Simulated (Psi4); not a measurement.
C2HO2 (SMILES O=[C-]C=O), charge -1, singlet, at a GFN2-xTB geometry (a gas-phase anion, which may not be bound at this level). Base run: Psi4 with HF/6-311G**.

Input for Psi4:
```
memory 2 GB

molecule {
-1 1
  C     0.31713830    0.54782505   -0.19540831
  C    -0.03599745   -0.70869134    0.06198081
  O     0.81236598    1.62949696    0.08359265
  O    -1.13968581   -1.34581562    0.02327185
  H     0.93171368   -1.30425298   -0.05435090
}

set basis 6-311g**

energy('scf')
print_variables()
```

Variants of this job, named by their change:

```json
[
 {"change": "base", "ΔE vs base (µEh)": "0.0", "SCF cycles": "12", "basis functions": "78", "outcome": "converged"},
 {"change": "d_convergence = 1e-4", "ΔE vs base (µEh)": "0.1", "SCF cycles": "11", "basis functions": "78", "outcome": "converged"},
 {"change": "level_shift = 0.3", "ΔE vs base (µEh)": "0.0", "SCF cycles": "12", "basis functions": "78", "outcome": "converged"},
 {"change": "e_convergence = 1e-4", "ΔE vs base (µEh)": "0.0", "SCF cycles": "12", "basis functions": "78", "outcome": "converged"},
 {"change": "scf_type = pk", "ΔE vs base (µEh)": "-85.4", "SCF cycles": "12", "basis functions": "78", "outcome": "converged"},
 {"change": "cholesky_tolerance = 1e-6 (with scf_type cd)", "ΔE vs base (µEh)": "-83.4", "SCF cycles": "12", "basis functions": "78", "outcome": "converged"},
 {"change": "basis_guess = sto-3g", "ΔE vs base (µEh)": "0.0", "SCF cycles": "11", "basis functions": "78", "outcome": "converged"},
 {"change": "scf_type = mem_df", "ΔE vs base (µEh)": "0.0", "SCF cycles": "12", "basis functions": "78", "outcome": "converged"},
 {"change": "diis_max_vecs = 3", "ΔE vs base (µEh)": "0.0", "SCF cycles": "16", "basis functions": "78", "outcome": "converged"},
 {"change": "damping_percentage = 50", "ΔE vs base (µEh)": "-", "SCF cycles": "-", "basis functions": "78", "outcome": "not converged"},
 {"change": "df_basis_scf = cc-pvtz-jkfit", "ΔE vs base (µEh)": "0.0", "SCF cycles": "12", "basis functions": "78", "outcome": "converged"},
 {"change": "df_basis_scf = def2-universal-jkfit", "ΔE vs base (µEh)": "10.9", "SCF cycles": "12", "basis functions": "78", "outcome": "converged"},
 {"change": "e_convergence = 1e-10", "ΔE vs base (µEh)": "0.0", "SCF cycles": "15", "basis functions": "78", "outcome": "converged"}
]
```

A gas-phase anion may not be bound at this level; its values then depend on the basis.
